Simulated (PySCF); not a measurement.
1,1,2-trifluorobuta-1,3-diene: 4 charge schemes on one density

1,1,2-trifluorobuta-1,3-diene, C4H3F3.
Numbering: `[CH2:1]=[CH:2][C:3]([F:4])=[C:5]([F:6])[F:7]` (hydrogens: H8, H9 on C1; H10 on C2)

Geometry (PBE0-D3(BJ)/def2-SVP, Å), atoms numbered from 1 in this order:
```
atom  x, y, z in Å
C1     1.7587    0.6314    0.4023
C2     0.6612   -0.0993    0.6352
C3    -0.5832    0.0901   -0.0750
F4    -0.6248    1.0405   -1.0104
C5    -1.7007   -0.6208    0.1362
F6    -2.8187   -0.4447   -0.5122
F7    -1.7841   -1.5772    1.0276
H8     2.6777    0.4519    0.9626
H9     1.7622    1.4224   -0.3511
H10    0.6606   -0.8902    1.3898
```

Density: PBE0/pcSseg-1 (PySCF); schemes: Mulliken, IAO, Hirshfeld and ESP-fitted. The structure is a single PBE0-D3(BJ)/def2-SVP conformer in the gas phase; no vibrational or solvent corrections.

Problem. At which atom do the 4 schemes differ most?

Solution. At C5: from +0.151 (Hirshfeld) to +0.560 e (Mulliken), 0.409 e apart.

Problem. Which atoms carry the highest charge in the Mulliken, IAO, Hirshfeld and ESP-fitted schemes?

Solution. All schemes agree: Mulliken C5 (+0.560); IAO C5 (+0.513); Hirshfeld C5 (+0.151); ESP-fitted C5 (+0.317).

Problem. For which atoms does the sign change between the 4 schemes (beyond +0.03 e in one, beyond −0.03 e in another)?

Solution. For none.

Problem. Tabulate the Mulliken, IAO, Hirshfeld and ESP-fitted charges.

Solution. In e:

| atom | environment | Mulliken | IAO | Hirshfeld | ESP-fitted |
| --- | --- | --- | --- | --- | --- |
| C1 | terminal =CH2 carbon | -0.150 | -0.303 | -0.095 | -0.389 |
| C2 | alkene CH carbon | -0.256 | -0.171 | -0.067 | -0.159 |
| C3 | vinylic C–F carbon | +0.154 | +0.189 | +0.035 | +0.049 |
| F4 | vinyl fluorine | -0.262 | -0.258 | -0.069 | -0.121 |
| C5 | =CF2 carbon | +0.560 | +0.513 | +0.151 | +0.317 |
| F6 | vinyl fluorine | -0.221 | -0.222 | -0.056 | -0.116 |
| F7 | vinyl fluorine | -0.226 | -0.234 | -0.051 | -0.128 |
| H8 | vinylic hydrogen | +0.131 | +0.159 | +0.054 | +0.181 |
| H9 | vinylic hydrogen | +0.136 | +0.160 | +0.046 | +0.203 |
| H10 | vinylic hydrogen | +0.133 | +0.167 | +0.052 | +0.163 |

Mean size of the charges over all atoms: IAO 0.237 e, Mulliken 0.223 e, ESP-fitted 0.182 e, Hirshfeld 0.068 e. Each set sums to the total charge, 0, to within 0.001 e. The IAO scheme projects the occupied orbitals on a minimal set of polarised atomic orbitals and counts the electrons in each atom's part of it. The ESP scheme fits charges at the nuclei, held to the total charge, to the electrostatic potential on points at 1.4 to 2.0 times the van der Waals radii.

Problem. How many electrons does the Hirshfeld scheme count on C2?

Solution. Z − q = 6 − (-0.067) = 6.067.

Problem. How closely do the schemes follow one another over all atoms?

Solution. Correlation coefficient and root-mean-square difference: IAO with Hirshfeld 0.99, 0.185 e; Mulliken with IAO 0.97, 0.061 e; Mulliken with Hirshfeld 0.97, 0.183 e; Hirshfeld with ESP-fitted 0.95, 0.137 e; IAO with ESP-fitted 0.92, 0.104 e; Mulliken with ESP-fitted 0.85, 0.136 e.
